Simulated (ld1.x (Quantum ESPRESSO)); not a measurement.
# tin (Sn): one change to an ultrasoft potential, before and after

tin (Sn), ultrasoft, made with ld1.x (Quantum ESPRESSO) 7.5 (PBE, scalar-relativistic). Core [Kr] 4d10, reference 5s1.75 5p2.25. Waves: 5s (bound): rcut 1.60, rcutus 1.95 bohr; 5s channel at -0.35 Ry: rcut 1.60, rcutus 1.95 bohr; 5p (bound): rcut 1.65, rcutus 2.20 bohr; 5p channel at 2.6 Ry: rcut 1.65, rcutus 2.20 bohr; 5d channel at 0.45 Ry: rcut 1.85, rcutus 2.00 bohr. Local part: all-electron potential smoothed inside 2.15 bohr (lloc = -2). Core correction: a·sin(br)/r model core, default radius (core density twice the valence density). Augmentation charge: built from norm-conserving waves at rcut, not smoothed further.

All-electron outer shells of the reference configuration (PBE, scalar-relativistic, ld1.x):

| shell | level (eV) | outermost node (bohr) | outermost maximum (bohr) |
| --- | --- | --- | --- |
| 4p | -90.10 | 0.41 | 0.79 |
| 4d | -26.22 | 0.39 | 0.88 |
| 5s | -10.77 | 0.98 | 2.01 |
| 5p | -3.86 | 1.09 | 2.55 |

Change: reference 5s2 5p2; wave 5d channel at 0.45 Ry: rcut 1.85, rcutus 2.00 bohr becomes 5d channel at 0.45 Ry: rc 2.00 bohr.

Cutoffs: the cutoffs (Ry, on a coarse ladder) from which the occupation-weighted sum of valence levels, in a spherical-Bessel basis at the reference potential, stays within 10 and 1 mRy of its value at 400 Ry; they do not see the model core or the augmentation charge, which bear on the density cutoff. Errors are all-electron minus pseudo energies relative to the spin-unpolarised reference configuration.

Q: What does the change do?

A: The potential gets harder (8 Ry and 15 Ry → 10 Ry and 18 Ry); both files keep a bound ghost (d).

```csv
quantity,base,changed
"cutoff, loose",8 Ry,10 Ry
"cutoff, tight",15 Ry,18 Ry
bound ghosts,d,d
"largest error over its own tests, meV",-58,-373
s: phases at 2.38 bohr within 0.05 rad from the reference energy up to (Ry; the scan ends near 5),3.8,3.8
p: phases at 2.38 bohr within 0.05 rad from the reference energy up to (Ry; the scan ends near 5),to the end of the scan,to the end of the scan
d: phases at 2.38 bohr within 0.05 rad from the reference energy up to (Ry; the scan ends near 5),1.1,1.1
lowest overlap eigenvalue by channel,"s 0.42, p 0.56, d 0.02","s 0.42, p 0.56, d 1.00"
```

 A true bound ghost makes a file unfit for plane-wave use even where its test errors are small: the radial tests pick states by their node count and pass the ghost by.
